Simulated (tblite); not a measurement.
Compound: C7H14NP.
Numbering: `[CH3:1][C:2]#[C:3][P:4]([NH2:5])[C:6]([CH3:7])([CH3:8])[CH3:9]` (hydrogens: H10, H11, H12 on C1; H13, H14 on N5; H15, H16, H17 on C7; H18, H19, H20 on C8; H21, H22, H23 on C9)

Cartesian coordinates in Å at the GFN2-xTB level; atoms count from 1:
```xyz
23
C7H14NP angstrom
C      3.8841    0.0818   -0.5488
C      2.5651    0.1857    0.0356
C      1.4423    0.2727    0.4664
P     -0.1104    0.4000    1.3189
N     -0.4990    2.0449    1.0464
C     -1.1857   -0.3854   -0.0305
C     -2.6282   -0.3103    0.4646
C     -1.0539    0.3272   -1.3726
C     -0.7489   -1.8432   -0.1569
H      4.5244    0.8759   -0.1643
H      3.8271    0.1682   -1.6344
H      4.3261   -0.8816   -0.2945
H      0.0085    2.4758    0.2815
H     -0.3983    2.6102    1.8800
H     -2.9172    0.7268    0.6270
H     -3.3083   -0.7504   -0.2639
H     -2.7356   -0.8485    1.4054
H     -0.0149    0.3480   -1.6986
H     -1.6397   -0.1955   -2.1283
H     -1.4240    1.3478   -1.3038
H     -1.3976   -2.3775   -0.8499
H     -0.7957   -2.3399    0.8117
H      0.2752   -1.9056   -0.5217
```

Calculated harmonic vibrations of the isolated species, GFN2-xTB (tblite), most abundant isotopes, no scaling. This tight-binding method is rough: wavenumbers can miss measured ones by several per cent, in bad cases by 10 to 20. One conformer, not necessarily the lowest. The optimisation stopped once no atom felt more than 0.01 eV/Å.

Lowest wavenumbers of the output (negative numbers stand for imaginary wavenumbers):
```
mode    cm-1
  1     -31.9
  2      50.5
  3      65.2
  4     109.2
  5     153.4
  6     184.6
  7     200.1
  8     215.3
  9     242.3
 10     258.7
```

Question: Is this structure a minimum?

Answer: Not by this Hessian. 1 mode is imaginary beyond 20i (32i cm⁻¹), so at this level the point lies at or near a first-order saddle. The curvature is small, so loose convergence or finite differences may be the whole cause.

Question: Which atoms move in the imaginary mode?

Answer: 32i: H10 (methyl hydrogen) 33 %, H11 (methyl hydrogen) 33 %, H12 (methyl hydrogen) 33 %. These are shares of the mass-weighted motion.

Question: What is the remedy?

Answer: Step along that mode in both directions, optimise again with tighter thresholds and repeat the frequencies. The zero-point energy of this point (120.8 kcal/mol) counts the 62 real modes alone, and thermal corrections from it aren't those of a minimum.
